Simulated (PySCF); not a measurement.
C8H10O2Si, SMILES c1([SiH2]C(OC)=O)ccccc1 at its GFN2-xTB optimised geometry (Å):

```
21

C     -3.8679    -2.2696     2.6300
O     -2.6570    -2.3888     1.8876
C     -2.5088    -1.6464     0.7857
O     -3.3478    -0.8804     0.3766
Si    -0.8017    -1.9739    -0.0232
C      0.1593    -0.3494     0.0000
C     -0.4978     0.8806    -0.0042
C      0.2132     2.0673    -0.0047
C      1.5978     2.0473    -0.0018
C      2.2673     0.8346     0.0000
C      1.5532    -0.3494     0.0000
H     -4.2055    -3.2751     2.8760
H     -3.6709    -1.7076     3.5440
H     -4.6162    -1.7486     2.0298
H     -1.0439    -2.4098    -1.4031
H     -0.1387    -3.0106     0.7688
H     -1.5777     0.9047    -0.0067
H     -0.3136     3.0106    -0.0068
H      2.1542     2.9734    -0.0009
H      3.3478     0.8136     0.0015
H      2.0807    -1.2925     0.0009
```

Level of theory: PySCF with PBE/def2-SVP. Cells within 0.4 Å of a nucleus heavier than hydrogen are left out (blank, or x).

Map of the log10 of the electron density (e/bohr³), floored at −4 on the plane z = 1.5 Å:

```
|00000000000000000000000000000|
|00000000000000000000000000000|
|00000000000000000000000000000|
|00000000000000000000000000000|
|00000000000001100001000000000|
|00000000000012222222110000000|
|00000000000122333333221000000|
|00000000000123344443321000000|
|00000000001234444444321000000|
|00000000012334444444432100000|
|00000000012344444444433210000|
|00000000123344443444443210000|
|00000011123444443344443210000|
|00012232223344444444443210000|
|00134444333344444444432210000|
|12345555443344444444432100000|
|23455666654444444444321000000|
|35566677765444444333321000000|
|45676678876544443322210000000|
|46776789986555443221110000000|
|3566679x986555543211000000000|
|24555789975556654210000000000|
|12344578765456654210000000000|
|02233455543345543200000000000|
|01122233332234432100000000000|
|00011001100122221000000000000|
|00000000000000000000000000000|
|00000000000000000000000000000|
|00000000000000000000000000000|
```
Scale: ten equal steps from -4.00 (start of '0') to -0.352 (end of '9'), in the order '0123456789'; x runs from -5.50 to 5.50, y from -5.50 (bottom) to 5.50 (top).
